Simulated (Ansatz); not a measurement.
`[AlH2][B]([SiH3])O[SiH3]` + `BN` → `B[NH][AlH2]` + `[SiH3]BO[SiH3]` at 400 K and 1 bar (cleavage of the Al–B bond).

Computed with Ansatz on PBE0-D4/def2-TZVP structures; ΔE is electronic, products minus reactants. CBS: MP2 limit from def2 TZ/QZ plus the TZ coupled-cluster correction, frozen cores. This one scheme is used for every species. Each species was taken in one conformer, which may not be the lowest.

```csv
species,CCSD(T)/CBS energy (Eh),H − E (kJ/mol),S (J/(mol·K))
`[AlH2][B]([SiH3])O[SiH3]`,-924.97253,233.0,457.2
`BN`,-81.93499,142.5,243.5
`B[NH][AlH2]`,-324.56557,160.0,314.9
`[SiH3]BO[SiH3]`,-682.38605,210.5,396.3
```

H − E and S are ideal-gas, rigid-rotor, harmonic terms from PBE0-D4/def2-TZVP, for one conformer and one mirror image of each species. 1 Eh = 2625.50 kJ/mol, R = 8.31446 J/(mol·K).

Problem. By hand: ΔE, ΔH, ΔS and ΔG.

Solution. ΔE = (-324.56557) + (-682.38605) − (-924.97253) − (-81.93499) = -0.04410 Eh = -115.8 kJ/mol. Δ(H − E) = 160.0 + 210.5 − 233.0 − 142.5 = -5.0, so ΔH = -120.8 kJ/mol. ΔS = 314.9 + 396.3 − 457.2 − 243.5 = 10.5 J/(mol·K). ΔG = -120.8 − 400 × (10.5)/1000 = -125.0 kJ/mol.

Problem. By hand: the equilibrium constant, and the temperature at which ΔG would vanish if ΔH and ΔS stayed fixed.

Solution. log₁₀ K = −ΔG/(RT ln 10) = 16.3. ΔH and −TΔS have one sign here, so there is no such temperature.

The number of gas molecules stays the same, so ΔS is small and ΔH decides. A doubt of 5 kJ/mol in ΔE shifts log₁₀ K by 0.7 here. Other conformers and mirror images would add mixing entropy, several J/(mol·K) or more a flexible species. Modes under 60 cm⁻¹, often nearly free rotors, make the harmonic entropy too high. These are equilibria of isolated gas molecules and say nothing of rates. Largest T1 diagnostic: 0.014 (customary marks: 0.02 for closed shells, 0.045 for open ones).

ΔS is within the doubt of such terms, so its sign, and with it that verdict, could turn.
